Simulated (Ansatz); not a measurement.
Ideal-gas functions of CH$_{2}$SSe (`SC=[Se]`) at 600 K and 1 bar, from an Ansatz frequency run at PBE0-D4/def2-TZVP.

Molar mass 125.05 g/mol, point group Cs (symmetry number 1), electronic degeneracy 1, moments of inertia 10.806, 232.882, 243.687 u Å². Harmonic wavenumbers (cm⁻¹, unscaled): 264, 450, 660, 830, 955, 967, 1283, 2671, 3137.

Use S(trans) = R[1.5 ln M + 2.5 ln T − 1.1517]; rotational temperatures θ = 24.2544 K / I; S(rot) = R[ln(√π/σ · √(T³/θAθBθC)) + 1.5]; for each mode x = 1.438777 ν̃/T, S = R[x/(eˣ − 1) − ln(1 − e⁻ˣ)] and H = RT x/(eˣ − 1); 1 cm⁻¹ = 0.0119627 kJ/mol; R = 8.31446 J/(mol·K).

By hand: the entropy, in J/(mol·K).

Translation 183.6. Rotation: θ = 2.2445, 0.1041, 0.0995 K, giving 112.6. Vibration, mode by mode: 12.25, 8.07, 5.31, 3.84, 3.03, 2.97, 1.63, 0.10, 0.04, in all 37.2. Electronic 0.0. Sum 333.4 J/(mol·K).

By hand: H − E and G − E in kJ/mol, counted from the electronic energy.

Zero-point energy ½ × 11217 × 0.0119627 = 67.1; thermal vibration 13.3; translation, rotation and pV give 4 RT = 20.0. H − E = 100.4 kJ/mol, and G − E = 100.4 − 600 × 333.4/1000 = -99.6 kJ/mol.

Vibration gives 11 % of the entropy. The sum counts one conformer and one mirror image; others add a mixing term.
